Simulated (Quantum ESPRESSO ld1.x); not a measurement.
Question: Excited configurations of Pd: one electron is placed in a higher orbital outside [Kr] 4d9. The ground configuration is [Kr] 4d10. Method: Dirac Kohn-Sham, relativistic LDA (MacDonald-Vosko exchange, VWN5 correlation), spin-unpolarised, spherical densities, point nucleus; open shells are shared between the two j in proportion to 2j + 1; computed with ld1.x of Quantum ESPRESSO 7.5. Excitation = E - E(ground); binding = E(ion) - E, where the ion is the core of charge +1; n* = 1/sqrt(2 binding) in atomic units, and the quantum defect is n - n*. Eigenvalue and <r> are those of j = l + 1/2.

| outer orbital | excitation (eV) | binding (eV) | n* | quantum defect | eigenvalue (eV) | <r> (bohr) |
|---|---|---|---|---|---|---|
| 4f | 8.489 | 0.911 | 3.865 | 0.135 | -0.441 | 17.57 |
| 5p | 5.335 | 4.065 | 1.830 | 3.170 | -1.813 | 4.713 |
| 6p | 7.628 | 1.772 | 2.771 | 3.229 | -1.003 | 11.42 |
| 6f | 8.947 | 0.453 | 5.483 | 0.517 | -0.288 | 44.70 |
| 7s | 8.106 | 1.294 | 3.243 | 3.757 | -0.808 | 16.89 |

Estimate the row for 5f.

Answer: excitation (eV) 8.773; binding (eV) 0.627; n* 4.659; quantum defect 0.341; eigenvalue (eV) -0.369; <r> (bohr) 29.82. The Delta-SCF ionisation energy is 9.400 eV (NIST Atomic Spectra Database: 8.337 eV, measured). Self-interaction in the functional shifts the binding energies and quantum defects, so they are the method's values and not measured ones. Spin polarisation and multiplet splitting are left out, so open shells lie too high by an amount that depends on their filling. Sharing an open shell by 2j + 1 raises it above the true ground level by a part of the spin-orbit splitting, which enters the differences from NIST.

Beside tabulated values, note that spin-unpolarised runs miss the spin-polarisation part of the exchange energy of open shells.
